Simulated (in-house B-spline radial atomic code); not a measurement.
A fraction x of an electron is moved 4p → 4f in Mo IV (Mo3+), starting from [Kr] 4d3 and keeping the highest spin. All numbers are computed (scalar-relativistic (X2C) BHandHLYP, spin-polarised, spherical fractional occupations; Fermi nucleus of rms radius 4.4091 fm) with a B-spline radial code for spherical atoms, not measured.

Caution: exact exchange at fractional occupations of open shells leaves self-interaction of up to several eV.

| x | E(x) - E(0) (eV) | 4p down level (eV) | 4f up level (eV) |
| --- | --- | --- | --- |
| 0 | 0.0000 | -73.663 | - |
| 0.125 | 8.0893 | -74.284 | -9.437 |
| 0.25 | ? | ? | ? |
| 0.375 | 24.3688 | -75.415 | -10.039 |
| 0.5 | 32.5553 | -75.923 | -10.319 |
| 0.625 | 40.7683 | -76.390 | -10.592 |
| 0.75 | ? | ? | ? |
| 0.875 | 57.2571 | -77.209 | -11.119 |
| 1 | 65.5245 | -77.560 | -11.376 |

Question: What belongs in the row x = 0.25?

Answer: An energy change of 16.2124 eV; 4p down at -74.869 eV, 4f up at -9.747 eV.

Question: What belongs in the row x = 0.75?

Answer: An energy change of 49.0036 eV; 4p down at -76.819 eV, 4f up at -10.858 eV.

Question: Check Janak's theorem between x = 0.375 and 0.5.

Answer: The slope of the energy is 65.49 eV; the orbital levels give 65.49 eV (ε of the receiving orbital less ε of the emptying one, averaged over the two points).
